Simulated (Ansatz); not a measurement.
Basis-set extrapolation for `COB(C)[SiH3]` (PBE0-D4/def2-TZVP geometry, frozen core, the Gaussian-basis code of Ansatz). Multiplicity 1, RHF reference.

```json
{"": "HF", "def2-TZVPP": "-469.567805", "def2-QZVPP": "-469.585402"}
{"": "MP2 correlation", "def2-TZVPP": "-0.817816", "def2-QZVPP": "-0.874389"}
{"": "CCSD(T) correlation", "def2-TZVPP": "-0.910063", "def2-QZVPP": "not run"}
```

Energies in hartree. Use E(X) = E(∞) + A·exp(−7.88·√X) for Hartree–Fock and E(X) = E(∞) + B·X^(−2.97) for correlation, with X = 3 and 4, and add CCSD(T) minus MP2 of the smaller set to the MP2 limit.

Task: What is the CCSD(T) energy at the basis-set limit?

Result: HF limit: -469.585402 + (-0.017597) × 0.13774 = -469.58783. MP2 limit: -0.874389 + (-0.056573) × 0.74074 = -0.91629. Higher-order term: -0.910063 − (-0.817816) = -0.09225. Total: -470.59637 hartree, 3.22 eV below CCSD(T)/def2-TZVPP.
